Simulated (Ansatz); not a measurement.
AlFH5NSi2 (`N[Si@@H]1[AlH][Si@H]1F`). The species carries charge 0 and has multiplicity 1.

```json
{"atom": "N1", "x (Å)": "0.114", "y (Å)": "-1.407", "z (Å)": "1.584"}
{"atom": "Si2", "x (Å)": "0.513", "y (Å)": "-0.564", "z (Å)": "0.149"}
{"atom": "Al3", "x (Å)": "0.110", "y (Å)": "1.906", "z (Å)": "-0.018"}
{"atom": "Si4", "x (Å)": "-1.099", "y (Å)": "0.349", "z (Å)": "-1.233"}
{"atom": "F5", "x (Å)": "-1.999", "y (Å)": "0.016", "z (Å)": "-2.526"}
{"atom": "H6", "x (Å)": "0.490", "y (Å)": "-2.318", "z (Å)": "1.783"}
{"atom": "H7", "x (Å)": "-0.700", "y (Å)": "-1.198", "z (Å)": "2.136"}
{"atom": "H8", "x (Å)": "1.736", "y (Å)": "-1.281", "z (Å)": "-0.327"}
{"atom": "H9", "x (Å)": "0.583", "y (Å)": "3.413", "z (Å)": "0.192"}
{"atom": "H10", "x (Å)": "0.253", "y (Å)": "1.085", "z (Å)": "-1.739"}
```

Q: What are the harmonic wavenumbers in cm⁻¹ at PBE0-D4/def2-TZVP (Ansatz, finite differences of forces, unscaled)? (An estimate is asked.)

A: Computed: 118, 138, 168, 202, 255, 291, 346, 403, 418, 445, 485, 568, 617, 736, 859, 875, 925, 953, 1576, 1647, 1884, 2164, 3616, 3717.

Q: Is this a minimum?

A: Yes, all 24 modes are real.

Q: Give the ideal-gas thermochemistry at 298.15 K and 1 bar (rigid rotor, harmonic oscillator; point group C1, symmetry number 1).

A: Zero-point energy 140.0 kJ/mol; H(298) − E = 164.5 kJ/mol; entropy 371.0 J/(mol·K), of which translation 168.7, rotation 118.6, vibration 83.8; G(298) − E = 53.9 kJ/mol.

Q: And at 400, 500, 600, 800 and 1000 K?

A: 
```json
{"T (K)": "400", "H − E (kJ/mol)": "178.8", "S (J/mol/K)": "412.0", "G − E (kJ/mol)": "14.0"}
{"T (K)": "500", "H − E (kJ/mol)": "194.4", "S (J/mol/K)": "446.8", "G − E (kJ/mol)": "-29.0"}
{"T (K)": "600", "H − E (kJ/mol)": "211.1", "S (J/mol/K)": "477.3", "G − E (kJ/mol)": "-75.2"}
{"T (K)": "800", "H − E (kJ/mol)": "247.2", "S (J/mol/K)": "529.1", "G − E (kJ/mol)": "-176.1"}
{"T (K)": "1000", "H − E (kJ/mol)": "285.7", "S (J/mol/K)": "572.0", "G − E (kJ/mol)": "-286.3"}
```
